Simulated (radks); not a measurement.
All-electron atom: Cr5+ in [Ar] 3d1. Method: Dirac Kohn-Sham, BLYP, spin-unpolarised, spherical densities, point nucleus; open shells fill j = l - 1/2 first; computed with a radial shooting solver on a logarithmic mesh with Libxc functionals. Some entries of the table are withheld. Estimate them.

| orbital | occ. | eigenvalue (eV) | <r> (bohr) |
|---|---|---|---|
| 1s1/2 | 2 | -5967.881 | 0.06356 |
| 2s1/2 | 2 | -755.7475 | 0.2929 |
| 2p1/2 | 2 | (1) | 0.2579 |
| 2p3/2 | 4 | (2) | 0.2607 |
| 3s1/2 | 2 | (3) | 0.8612 |
| 3p1/2 | 2 | (4) | 0.8903 |
| 3p3/2 | 4 | (5) | 0.8971 |
| 3d3/2 | 1 | -79.1489 | 0.9554 |
| 3d5/2 | 0 | -79.0047 | 0.9573 |
| 4s1/2 | 0 | -54.3325 | 2.072 |
| 4p1/2 | 0 | (6) | 2.238 |
| 4p3/2 | 0 | (7) | 2.248 |

Answer. 
(1) 2p1/2 eigenvalue (eV): -655.0799
(2) 2p3/2 eigenvalue (eV): -646.4349
(3) 3s1/2 eigenvalue (eV): -154.5630
(4) 3p1/2 eigenvalue (eV): -125.7821
(5) 3p3/2 eigenvalue (eV): -124.5940
(6) 4p1/2 eigenvalue (eV): -46.2970
(7) 4p3/2 eigenvalue (eV): -46.0619
